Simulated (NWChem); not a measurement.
A series in which one site is exchanged, each optimised at PBE0/def2-SVP with NWChem, gas phase unless a solvent is named. This build's default masses of Se (78.918 u) and Br (79.917 u) are each other's, which moves their modes by up to 0.6 %.

A: [Cl][GeH2][CH3] (CH₅ClGe; site = Cl)
B: [CH3][GeH2][Br] (CH5BrGe; site = Br)
C: [GeH2]([CH3])[F] (CH₅FGe; site = F)
D: [GeH3][CH3] (CH$_{6}$Ge; site = H)

Rank them by lowest singlet excitation, PBE0/def2-SVPD, TDA (eV), lowest first.

B (6.19), A (6.92), C (7.80), D (8.16)
